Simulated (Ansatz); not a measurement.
A run of Ansatz (development build ahead of 0.2.0) on singlet AlBeNa at this shape:

```xyz
3

Na    0.0000    0.0000    0.0000
Be    0.0000    4.0158    3.0815
Al    0.0000   -4.3990    3.3755
```

Its results:

- Converged: yes
- Total energy: -419.03628 hartree
- Spin squared of the determinant: 0.858
- Stability test: minimum

**Question.** Which input gives this output? Name the method, the orbitals and the basis set, and write the input.

**Answer.** PBE (unrestricted) in pcseg-2.

```yaml
crystal:
  periodic: [false, false, false]
  atoms:
    - { symbol: Na, position_ang: [0.0, 0.0, 0.0] }
    - { symbol: Be, position_ang: [0.0, 4.0158, 3.0815] }
    - { symbol: Al, position_ang: [0.0, -4.399, 3.3755] }
basis:
  gaussian: { orbitals: pcseg-2 }
magnetization:
  spin_polarized: true
hamiltonian:
  xc: pbe
```

Caution: charge can spread falsely over distant fragments; the unrestricted determinant is a mixture of spin states.
